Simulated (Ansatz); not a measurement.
Ansatz results at the PBE0-D4/def2-TZVP geometry: size of the dipole moment (ωB97M-V/def2-TZVPP) 3.47 D; HOMO energy (PBE/def2-TZVPP) -7.43 eV; HOMO energy (ωB97M-V/def2-TZVPP) -11.38 eV.

Each molecule was computed in one conformer, which needn't be the lowest.

(1) Which molecule gave them?
A. `C[O][W]([OH])([F])([F])([F])[O]C`
B. `C[N](C)[W](=[O])(=[O])[F]`
C. `[NH2][W](=[O])(=[O])[Cl]`
D. `[Cl][W]([Cl])([Cl])([Cl])([Cl])[Cl]`

Answers

(1) A. The others give `[NH2][W](=[O])(=[O])[Cl]`: 4.09, -7.50, -11.21; `[Cl][W]([Cl])([Cl])([Cl])([Cl])[Cl]`: 0.00, -7.79, -11.34; `C[N](C)[W](=[O])(=[O])[F]`: 4.82, -6.57, -10.13.
